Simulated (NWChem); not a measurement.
Molecule: C4H7N; SMILES N1CC(=C)C1

```xyz
12

C      0.0614     1.9363     0.0000
C     -0.0234     0.6119     0.0000
C     -0.0562    -0.4719     1.0660
N      0.1918    -1.4851     0.0000
C     -0.0562    -0.4719    -1.0660
H      0.0975     2.5054     0.9259
H      0.0975     2.5054    -0.9259
H      0.7240    -0.4375     1.8376
H     -1.0333    -0.5563     1.5683
H     -0.4734    -2.2544     0.0000
H     -1.0333    -0.5563    -1.5683
H      0.7240    -0.4375    -1.8376
```
Atoms are numbered in this order, from 1.

Computed with NWChem. Structure relaxed at the B3LYP/6-31G* (spherical d) level. B3LYP is NWChem's, with the RPA form of VWN correlation. Total energies of different functionals are on different scales.

```tsv
level	energy (Ha)	highest occupied level (eV)	orbital gap (eV)	dipole (D)
PBE/def2-TZVP	-211.1195	-5.13	4.20	1.27
B3LYP/def2-TZVP	-211.4030	-6.29	6.10	1.31
Hartree-Fock/def2-TZVP	-210.0011	?	?	?
CAM-B3LYP/def2-TZVP	-211.2805	-7.90	9.04	1.35
PBE0/def2-TZVP	-211.1423	-6.50	6.56	1.31
```

Q: Complete the blanks.

A: 
- Hartree-Fock/def2-TZVP, highest occupied level (eV): -9.45
- Hartree-Fock/def2-TZVP, orbital gap (eV): 12.96
- Hartree-Fock/def2-TZVP, dipole (D): 1.39
